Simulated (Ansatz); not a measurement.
Consider the redistribution: `[F][AlH][SH]` + `[CH3][GeH]([CH3])[Br]` → `[F][Al]([SH])[Br]` + `[CH3][GeH2][CH3]`.

Calculated with Ansatz (gas phase, PBE0-D4/def2-TZVP geometries, no zero-point term in ΔE). CBS: MP2 limit from def2 TZ/QZ plus the TZ coupled-cluster correction, frozen cores. This one scheme is used for every species. DFT in def2-TZVPP. B3LYP here is the variant with VWN-RPA as its local correlation; programs differ in this. For Br, Ge outer-core shells are correlated without core-valence functions, which leaves a few kJ/mol of doubt a bond. Scalar relativity is left out up to krypton. One conformer a species, not always the lowest.

```
             level  ΔE (kJ/mol)  difference from CCSD(T)/CBS
            PBE-D4        -55.2                          5.1
           PBE0-D4        -57.1                          3.2
            B2PLYP        -57.4                          2.9
            r2SCAN        -60.8                         -0.5
             B3LYP        -56.2                          4.1
SCS-MP2/def2-TZVPP        -56.8                          3.5
   CCSD/def2-TZVPP        -58.8                          1.5
      HF/CBS(def2)        -56.6                          3.7
     MP2/CBS(def2)        -60.2                          0.1
    CCSD/CBS(def2)        -60.6                         -0.3
       CCSD(T)/CBS        -60.3                            0
```

Largest T1 diagnostic among the species: 0.012.
